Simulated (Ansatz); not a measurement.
```yaml
crystal:
  periodic: [false, false, false]
  atoms:
    - {symbol: S, position_ang: [-0.611318, -0.163395, 1.892877]}
    - {symbol: V, position_ang: [-0.036532, 0.005582, -0.019769]}
    - {symbol: Cl, position_ang: [1.691109, -1.245528, -0.241203]}
    - {symbol: Cl, position_ang: [-1.588219, -0.616987, -1.314914]}
    - {symbol: Cl, position_ang: [0.516649, 2.005917, -0.412229]}
basis:
  gaussian: {orbitals: pcseg-2, nuclear_model: gaussian}
hamiltonian: {xc: {name: wB97X-V}}
scf: {lower_state_search: full}
```

```sh
$ ansatz run in.yaml --threads 4 --pin off --events-out ev --progress --plain --max-ram 10444MiB
```

Output, abridged:

```
Functional definition: wB97X-V
1561 factors; their error is unknown
190 factors; integrals over basis functions are off by at most 7.0e-5 eV
mean field evaluation 1: about -74081.3789 eV, gradient 5.2e1 eV
mean field evaluation 2: about -73932.0177 eV, gradient 3.5e2 eV
mean field evaluation 4: about -74086.7177 eV, gradient 1.1e1 eV
mean field evaluation 8: about -74086.8989 eV, gradient 1.8e-1 eV
mean field evaluation 16: about -74087.1309 eV, gradient 1.2e-3 eV
mean field -74087.13091982 eV, -2722.6518432424 hartree, gradient 5.8e-5 eV, S^2 0.000000; 2 other end points of the search recorded, 0 dependent functions left out
reference -74087.13091801 eV, -2722.6518431759 hartree; 45, 45 occupied and 147, 147 virtual orbitals, 1561 factors
Total energy: -74087.13091801 eV, -2722.6518431759 hartree
```

Run time 20 s (4 threads of an Arm Neoverse V1 on a shared host); peak host memory 0.91 GiB.
